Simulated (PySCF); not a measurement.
## Xenon: a sound run and one with changed settings

Sound run: Xe+ [Kr] 4d10 5s2 5p5, Xe(2+) [Kr] 4d10 5s2 5p4. Calculation: PySCF 2.14, in x2c-TZVPall (8s6p4d2f, 60 functions); the spin-free X2C one-electron Hamiltonian (Gaussian nucleus). In the sound run the correlated levels freeze [Kr] 4d10. The sound run starts from symmetry-adapted Hartree-Fock orbitals and uses a fine grid where one is needed.

Changed run: basis STO-3G, all-electron and non-relativistic. This setting is unsound on purpose.

```
species  method  sound run (hartree)  changed run (hartree)  converged
    Xe+     UHF          -7443.04100            -7161.76014        yes
    Xe+     PBE          -7445.54573            -7163.25485        yes
    Xe+    PBE0          -7445.63375            -7163.61553        yes
    Xe+     MP2          -7443.14570            -7161.76014        yes
 Xe(2+)     UHF          -7442.30234            -7161.05271        yes
 Xe(2+)     PBE          -7444.77100            -7162.49802        yes
 Xe(2+)    PBE0          -7444.85745            -7162.85777        yes
 Xe(2+)     MP2          -7442.38295            -7161.05271        yes
```

Ionisation energy of Xe+:

```tsv
method	sound run (eV)	changed run (eV)
UHF	20.100	19.250
PBE	21.081	20.594
PBE0	21.124	20.620
MP2	20.756	19.250
SCS-MP2	20.749	19.250
```

A minimal basis cannot let orbitals breathe on ionisation and holds almost no correlation. The Hamiltonian changed with the basis, so the totals do not compare.

For comparison, NIST gives 20.975 eV between the lowest levels.
